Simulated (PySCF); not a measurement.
Static response to an electric field

Compound: C4H4B2ClF3.
Atom-mapped SMILES: `[BH2:1][C@@:2]1([B:3]([F:4])[F:5])[CH2:6]/[C:7]1=[C:8](/[F:9])[Cl:10]` (hydrogens: H11, H12 on B1; H13, H14 on C6)

Cartesian coordinates in Å at the PBE0-D3(BJ)/def2-SVP level; atoms count from 1:
```
atom  x, y, z in Å
B1    -0.9448    0.6304    1.3701
C2    -0.6841    0.2040   -0.0903
B3    -1.4490   -0.9307   -0.8245
F4    -2.4595   -1.5645   -0.2683
F5    -1.1063   -1.3029   -2.0458
C6     0.2803    1.0770   -0.9298
C7     0.8071    0.0288   -0.1047
C8     1.8068   -0.6759    0.3901
F9     1.6326   -1.6707    1.2424
Cl10   3.4491   -0.4105   -0.0124
H11   -1.5878   -0.0757    2.1073
H12   -0.4285    1.6410    1.7865
H13    0.2670    0.9121   -2.0121
H14    0.4100    2.1155   -0.6083
```

Level: B3LYP/def2-SVPD (PySCF), static field, nuclei fixed, core orbitals frozen in the response. The polarisability tensor in these axes (au):

```
x   116.01  -5.52  -2.65
y    -5.52  77.74  -2.48
z    -2.65  -2.48  79.27
```

**Question.** Give the principal values, the mean and the anisotropy Δα = √{½[(α1 − α2)² + (α2 − α3)² + (α1 − α3)²]}.

**Answer.** Principal values 75.02, 81.07 and 116.93 au; mean 91.01 au = 13.49 Å³ = 15.00 × 10⁻⁴⁰ C²·m²/J; Δα = 39.23 au (43 % of the mean).

**Question.** What is the dipole moment, and where does it point?

**Answer.** (0.40, 1.96, -0.79) D, 2.15 D in size, pointing from the negative to the positive side. Measured along this direction, the outermost atoms are F4 and F9 at the negative end and H14 at the positive end.

**Question.** What would n − 1 = 2πNα be for an ideal gas of these molecules at 298.15 K and 1 atm, electronic part alone?

**Answer.** N = p/kT = 2.4615 × 10¹⁹ cm⁻³, so n − 1 = 2π × N × 13.49 × 10⁻²⁴ cm³ = 2086 × 10⁻⁶ at long wavelengths.

**Question.** Directions of the eigenvectors, and the extent of the frame along each?

**Answer.** Largest value along (0.99, -0.14, -0.06), where the nuclei span 5.67 Å; middle along (-0.03, -0.57, 0.82), 4.11 Å; least along (0.15, 0.81, 0.57), 4.66 Å. The strongest response lies along the longest span, while the other two are in reverse order.

**Question.** Traceless (Buckingham) quadrupole moment about the centre of nuclear charge: eigenvalues?

**Answer.** -5.01, -1.53, 6.54 D·Å. The values depend on the origin, since the dipole doesn't vanish. The electronic extent ⟨r²⟩ about the same centre is 1812 bohr², a root-mean-square distance of 2.49 Å for the 82 electrons.

**Question.** What depolarisation ratio follows for Rayleigh scattering of linearly polarised light, taking the static tensor?

**Answer.** ρ = 3Δα²/(45ᾱ² + 4Δα²) = 4618.1/(372692 + 6157.4) = 0.0122.

Isolated species at its PBE0-D3(BJ)/def2-SVP geometry (one conformer only).
